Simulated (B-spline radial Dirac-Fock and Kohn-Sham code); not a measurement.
## What relativity does to the binding energies of Cd³⁹⁺

System: cadmium as Cd³⁹⁺ in the configuration [He] 2s2 2p5.

Both columns are ΔSCF binding energies of the configuration average from a B-spline atomic structure program: non-relativistic Hartree-Fock with a point nucleus, and Dirac-Fock with a finite nucleus and the Coulomb interaction alone, averaged over the two j levels with weights 2j+1.

```csv
shell,Hartree-Fock (eV),Dirac-Fock (eV),shift (eV),shift (%)
1s,28606.2,29515.7,+909.52,+3.18
2s,6232.8,6481.6,+248.79,+3.99
2p,6021.8,6112.7,+90.91,+1.51
```

Relativity binds 1s, 2s, 2p more strongly, among those listed most of all 2s in relative terms.

Values without a named source are computed, but for edge energies of neutral atoms, which are taken from tables.
